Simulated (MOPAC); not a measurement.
Job for MOPAC: PM7 on C2H5ClO (a complex), monomers drawn apart or pushed together.

```
PM7 1SCF PRECISE CHARGE=0 THREADS=1
C2H5ClO

C      0.97991207 1     0.48506851 1    -0.20187749 1
Cl     1.16564603 1    -1.25024077 1     0.23434280 1
H      0.16697988 1     0.56429505 1    -0.91666942 1
H      0.75548025 1     1.03590559 1     0.70651581 1
H      1.91430297 1     0.82080869 1    -0.64034747 1
C      0.62990315 1    -0.46255151 1     3.00627321 1
O      0.47834226 1     0.71810382 1     2.83863389 1
H     -0.21315005 1    -1.17526286 1     2.95414627 1
H      1.61966040 1    -0.90095081 1     3.22898333 1
```

Program output:

```
*******************************************************************************
 **                                                                           **
 **                              MOPAC v23.2.5                                **
 **                                                                           **
 *******************************************************************************
 ** MOPAC's Digital Object Identifier: https://doi.org/10.5281/zenodo.6511958 **
 **                                                                           **
 ** Please cite the open-source release paper for use of this MOPAC version:  **
 ** J. E. Moussa and J. J. P. Stewart (2026)                                  **
 ** MOPAC: An open-source semiempirical molecular orbital program             **
 ** J. Open Source Softw., 11(119), 8025, https://doi.org/10.21105/joss.08025 **
 *******************************************************************************

                              PM7 CALCULATION RESULTS

 *******************************************************************************
 *  PM7        - The PM7 Hamiltonian to be used
 *
 *
 *
 *                 CHARGE ON SYSTEM = 0
 *
 *
 *
 *  PRECISE    - TIGHTER CRITERIA TO BE USED
 *  1SCF       - DO 1 SCF AND THEN STOP
 *  THREADS=1  - MULTI-THREADING NOT USED
 *  T=         - A TIME OF 172800.0 SECONDS REQUESTED
 *  DUMP=N     - RESTART FILE WRITTEN EVERY 7200.0 SECONDS REQUESTED
 *******************************************************************************
PM7 1SCF PRECISE CHARGE=0 THREADS=1
 C2H5ClO

   ATOM   CHEMICAL          X               Y               Z
  NUMBER   SYMBOL      (ANGSTROMS)     (ANGSTROMS)     (ANGSTROMS)

     1       C          0.97991207  *   0.48506851  *  -0.20187749  *
     2      Cl          1.16564603  *  -1.25024077  *   0.23434280  *
     3       H          0.16697988  *   0.56429505  *  -0.91666942  *
     4       H          0.75548025  *   1.03590559  *   0.70651581  *
     5       H          1.91430297  *   0.82080869  *  -0.64034747  *
     6       C          0.62990315  *  -0.46255151  *   3.00627321  *
     7       O          0.47834226  *   0.71810382  *   2.83863389  *
     8       H         -0.21315005  *  -1.17526286  *   2.95414627  *
     9       H          1.61966040  *  -0.90095081  *   3.22898333  *



          CARTESIAN COORDINATES

    NO.       ATOM           X           Y           Z

     1         C          0.9799      0.4851     -0.2019
     2        Cl          1.1656     -1.2502      0.2343
     3         H          0.1670      0.5643     -0.9167
     4         H          0.7555      1.0359      0.7065
     5         H          1.9143      0.8208     -0.6403
     6         C          0.6299     -0.4626      3.0063
     7         O          0.4783      0.7181      2.8386
     8         H         -0.2132     -1.1753      2.9541
     9         H          1.6197     -0.9010      3.2290

 General Reference for PM7:
 "Optimization of Parameters for Semiempirical Methods VI: More Modifications to the
 NDDO Approximations and Re-optimization of Parameters", J. J. P. Stewart, J. Mol. Mod., 1:32, 19 (2013)
 https://link.springer.com/article/10.1007/s00894-012-1667-x

           Empirical Formula: C2 H5 O Cl  =     9 atoms



      MOLECULAR POINT GROUP   :   Cs


      RHF CALCULATION, NO. OF DOUBLY OCCUPIED LEVELS = 13


 -------------------------------------------------------------------------------
 PM7 1SCF PRECISE CHARGE=0 THREADS=1
 C2H5ClO



     1SCF WAS SPECIFIED, SO BFGS WAS NOT USED
     SCF FIELD WAS ACHIEVED


                              PM7 CALCULATION
                                                       MOPAC v23.2.5 Linux




          FINAL HEAT OF FORMATION =        -45.83137 KCAL/MOL =    -191.75844 KJ/MOL


          COSMO AREA              =        114.86 SQUARE ANGSTROMS
          COSMO VOLUME            =         99.76 CUBIC ANGSTROMS

          IONIZATION POTENTIAL    =         10.335144 EV
          HOMO LUMO ENERGIES (EV) =        -10.335  0.485
          NO. OF FILLED LEVELS    =         13
          MOLECULAR WEIGHT        =         80.5139         POINT GROUP:  Cs

          MOLECULAR DIMENSIONS (Angstroms)

            Atom       Atom       Distance
            H     9    H     3     4.63073
            H     8    H     5     3.36223
            O     7   Cl     2     2.91437


          SCF CALCULATIONS        =          1





   ATOM   CHEMICAL          X               Y               Z
  NUMBER   SYMBOL      (ANGSTROMS)     (ANGSTROMS)     (ANGSTROMS)

     1       C          0.97991207  *   0.48506851  *  -0.20187749  *
     2      Cl          1.16564603  *  -1.25024077  *   0.23434280  *
     3       H          0.16697988  *   0.56429505  *  -0.91666942  *
     4       H          0.75548025  *   1.03590559  *   0.70651581  *
     5       H          1.91430297  *   0.82080869  *  -0.64034747  *
     6       C          0.62990315  *  -0.46255151  *   3.00627321  *
     7       O          0.47834226  *   0.71810382  *   2.83863389  *
     8       H         -0.21315005  *  -1.17526286  *   2.95414627  *
     9       H          1.61966040  *  -0.90095081  *   3.22898333  *

                             CARTESIAN COORDINATES

   1    C        0.979912070     0.485068510    -0.201877490
   2   Cl        1.165646030    -1.250240770     0.234342800
   3    H        0.166979880     0.564295050    -0.916669420
   4    H        0.755480250     1.035905590     0.706515810
   5    H        1.914302970     0.820808690    -0.640347470
   6    C        0.629903150    -0.462551510     3.006273210
   7    O        0.478342260     0.718103820     2.838633890
   8    H       -0.213150050    -1.175262860     2.954146270
   9    H        1.619660400    -0.900950810     3.228983330


           Empirical Formula: C2 H5 O Cl  =     9 atoms



      MOLECULAR POINT GROUP   :   Cs


                  EIGENVALUES
 -31.18285 -27.23165 -23.37074 -22.90130 -16.67739 -15.46327 -15.17477 -14.90151
 -13.97179 -13.83450 -11.17350 -11.15445 -10.33514   0.48542   0.63178   4.44432
   4.89299   4.99482   5.08293   5.17366   5.82476  70.16330  70.26370  70.30114
  70.47174  70.51410


              NET ATOMIC CHARGES AND DIPOLE CONTRIBUTIONS

  ATOM NO.   TYPE          CHARGE      No. of ELECS.   s-Pop       p-Pop       d-Pop
    1          C          -0.317370        4.3174     1.10140     3.21597
    2         Cl          -0.177692        7.1777     1.98366     5.18781     0.00622
    3          H           0.158117        0.8419     0.84188
    4          H           0.180693        0.8193     0.81931
    5          H           0.158104        0.8419     0.84190
    6          C           0.229641        3.7704     1.15560     2.61476
    7          O          -0.441643        6.4416     1.87446     4.56718
    8          H           0.105092        0.8949     0.89491
    9          H           0.105059        0.8949     0.89494
 DIPOLE           X         Y         Z       TOTAL
 POINT-CHG.     0.137    -0.803    -0.047     0.816
 HYBRID        -0.028     0.301    -0.109     0.321
 SUM            0.109    -0.502    -0.156     0.537


          ATOMIC ORBITAL ELECTRON POPULATIONS

     Atom    s        px        py        pz      x^2-y^2     xz        z^2       yz        xy
    1  C   1.10140   1.17534   0.86755   1.17308
    2 Cl   1.98366   1.98892   1.25281   1.94608   0.00201   0.00035   0.00144   0.00158   0.00083
    3  H   0.84188
    4  H   0.81931
    5  H   0.84190
    6  C   1.15560   1.05835   0.88326   0.67316
    7  O   1.87446   1.91913   1.29119   1.35685
    8  H   0.89491
    9  H   0.89494

 **********************
 *                    *
 * JOB ENDED NORMALLY *
 *                    *
 **********************




 == MOPAC DONE ==
```

The run finished.

Cost: very roughly 0.04 core-seconds.
